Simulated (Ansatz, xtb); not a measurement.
**C5H8O2: which of two isomers lies lower**

Structure X: `O=C1CCCCO1`, a singlet. Structure Y: `CC(C)C(=O)C=O`, a singlet. Both are isolated molecules in the gas phase, relaxed with B3LYP/def2-SVP; the shapes shown needn't be the lowest conformers.

X (Å):

```yaml
atoms:
  - { symbol: C, position_ang: [-1.1960, 0.1196, -1.6513] }
  - { symbol: C, position_ang: [-0.1712, -0.1973, -0.5662] }
  - { symbol: C, position_ang: [-0.7495, -0.6292, 0.7835] }
  - { symbol: C, position_ang: [-1.8736, -1.6359, 0.5466] }
  - { symbol: C, position_ang: [-2.9408, -1.0012, -0.3304] }
  - { symbol: O, position_ang: [-0.9274, 0.7706, -2.6242] }
  - { symbol: O, position_ang: [-2.4292, -0.4349, -1.5454] }
  - { symbol: H, position_ang: [0.4924, 0.6760, -0.4888] }
  - { symbol: H, position_ang: [0.4466, -1.0118, -0.9866] }
  - { symbol: H, position_ang: [0.0432, -1.0522, 1.4207] }
  - { symbol: H, position_ang: [-1.1509, 0.2481, 1.3217] }
  - { symbol: H, position_ang: [-2.3376, -1.9592, 1.4928] }
  - { symbol: H, position_ang: [-1.4744, -2.5417, 0.0567] }
  - { symbol: H, position_ang: [-3.7009, -1.7318, -0.6445] }
  - { symbol: H, position_ang: [-3.4607, -0.1986, 0.2243] }
```

Y (Å):

```xyz
15

C     0.1903   -0.9916   -1.9558
C     0.0656   -0.0336   -0.7712
C     1.3689    0.7562   -0.5171
C    -0.3282   -0.7714    0.4951
C    -0.9198    0.0534    1.6543
O    -0.2135   -1.9646    0.6691
O    -1.1498    1.2332    1.5962
H    -0.7541   -1.5245   -2.1452
H     0.9631   -1.7515   -1.7644
H     0.4632   -0.4409   -2.8691
H    -0.7311    0.7083   -0.9580
H     2.2014    0.0734   -0.2810
H     1.2569    1.4731    0.3092
H     1.6430    1.3235   -1.4200
H    -1.1324   -0.5735    2.5580
```

Estimate which is lower in electronic energy at CCSD(T)/def2-SVP + ΔMP2/def2-TZVPP, and by roughly how much.

The CCSD(T)/def2-SVP + ΔMP2/def2-TZVPP calculation puts structure X lower, by 68.6 kJ/mol.

How the difference moves with the method:

```json
{"level": "GFN2-xTB", "geometry": "GFN2-xTB", "E(Y) − E(X) (kJ/mol)": "+165.5", "departure from the last row (kJ/mol)": "+96.9", "job, with rough time for the two": "optimisation, 0.18 s"}
{"level": "HF/STO-3G", "geometry": "GFN2-xTB", "E(Y) − E(X) (kJ/mol)": "+160.1", "departure from the last row (kJ/mol)": "+91.5", "job, with rough time for the two": "single point, 0.89 s"}
{"level": "r2SCAN-D4/def2-SVP", "geometry": "GFN2-xTB", "E(Y) − E(X) (kJ/mol)": "+92.6", "departure from the last row (kJ/mol)": "+24.0", "job, with rough time for the two": "single point, 4 s"}
{"level": "B3LYP/def2-SVP", "geometry": "B3LYP/def2-SVP", "E(Y) − E(X) (kJ/mol)": "+75.3", "departure from the last row (kJ/mol)": "+6.7", "job, with rough time for the two": "optimisation, 43 s"}
{"level": "HF/def2-SVP", "geometry": "B3LYP/def2-SVP", "E(Y) − E(X) (kJ/mol)": "+70.2", "departure from the last row (kJ/mol)": "+1.6", "job, with rough time for the two": "part of the CCSD(T) run"}
{"level": "MP2/def2-SVP", "geometry": "B3LYP/def2-SVP", "E(Y) − E(X) (kJ/mol)": "+62.5", "departure from the last row (kJ/mol)": "−6.1", "job, with rough time for the two": "part of the CCSD(T) run"}
{"level": "CCSD(T)/def2-SVP", "geometry": "B3LYP/def2-SVP", "E(Y) − E(X) (kJ/mol)": "+57.8", "departure from the last row (kJ/mol)": "−10.8", "job, with rough time for the two": "single point"}
{"level": "CCSD(T)/def2-SVP + ΔMP2/def2-TZVPP", "geometry": "B3LYP/def2-SVP", "E(Y) − E(X) (kJ/mol)": "+68.6", "departure from the last row (kJ/mol)": "", "job, with rough time for the two": "single point, 68 s"}
```

As drawn, Y has 1 C=O in place of 2 C–O. Structure X has a 6-membered ring, Y no ring.

None of the levels shown reverses the order. The largest departure from CCSD(T)/def2-SVP + ΔMP2/def2-TZVPP is that of GFN2-xTB, 96.9 kJ/mol. The last row adds to CCSD(T) the change of the MP2 difference between the two basis sets, here +10.8 kJ/mol.

With thermal terms from frequencies at re-optimised GFN2-xTB minima (ideal gas, soft modes damped towards free rotors, one conformer each, 298.15 K, 1 atm): on the last row, ΔE + ΔZPE = +55.6, ΔH = +61.5, ΔG = +48.4 kJ/mol.

The correlated steps freeze 7 core orbitals. Codes used: Ansatz 0.2.0, xtb 6.7.1; the last row on 4 threads of Arm Neoverse V1 on a shared host.
